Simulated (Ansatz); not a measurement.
Input for Ansatz (a quantum-chemistry and plane-wave program): R-B3LYP/def2-TZVPPD on C3H9F (a complex), monomers drawn apart or pushed together. Files ending in .json are basis or fitting sets from the Basis Set Exchange.

Ansatz 0.2 input:
```yaml
crystal:
  periodic: [false, false, false]
  atoms:
    - {symbol: C, position_ang: [-0.52350377, 0.49054430, 0.50435920]}
    - {symbol: F, position_ang: [-0.42282159, -0.84566918, 0.87486186]}
    - {symbol: H, position_ang: [0.28095911, 1.04886373, 0.98411384]}
    - {symbol: H, position_ang: [-0.43575134, 0.55976037, -0.58044856]}
    - {symbol: H, position_ang: [-1.49080586, 0.87315133, 0.83072976]}
    - {symbol: C, position_ang: [-0.28379300, 0.48633129, 6.28468229]}
    - {symbol: C, position_ang: [1.13113594, -0.08463259, 6.26686638]}
    - {symbol: H, position_ang: [-0.65858558, 0.59139538, 7.30483047]}
    - {symbol: H, position_ang: [-0.97313458, -0.16034310, 5.73961139]}
    - {symbol: H, position_ang: [-0.31985032, 1.47460616, 5.82053045]}
    - {symbol: H, position_ang: [1.83279165, 0.57145092, 6.78629145]}
    - {symbol: H, position_ang: [1.48818226, -0.22057409, 5.24492756]}
    - {symbol: H, position_ang: [1.16817675, -1.06032627, 6.75530343]}
basis:
  gaussian:
    orbitals: def2-TZVPPD.json
hamiltonian:
  xc: {name: B3LYP}
scf: {lower_state_search: off}
```

The log:

```
WARN ansatz: RAYON_NUM_THREADS=1 ignored (pool sized by the plan → 1); use --threads N
Functional definition: B3LYP
these checks for a lower state are left out or cut short: stability, starts, cluster_reference, orbital_swaps, neighbouring_geometries, increment
integrals: 0.17 GiB planned
1250 factors; their error is unknown
mean field: 1.70 GiB planned
mean field evaluation 1: about -5966.9512 eV, gradient 6.9e1 eV
mean field evaluation 2: about -5960.5802 eV, gradient 8.3e1 eV
mean field evaluation 4: about -5977.6979 eV, gradient 4.1e0 eV
mean field evaluation 8: about -5977.7252 eV, gradient 4.6e-2 eV
mean field evaluation 16: about -5977.6934 eV, gradient 4.8e-5 eV
mean field -5977.69342198 eV, -219.6761814315 hartree, gradient 3.7e-6 eV, S^2 0.000000; 0 other end points of the search recorded, 0 dependent functions left out
reference -5977.69379393 eV, -219.6761951006 hartree; 18, 18 occupied and 286, 286 virtual orbitals, 1250 factors
Total energy: -5977.69379393 eV, -219.6761951006 hartree
Checks for a lower state left out: stability, starts, cluster_reference, orbital_swaps, neighbouring_geometries, increment
```

Self-consistency was reached.

Cost: around 3 core-seconds (rough).
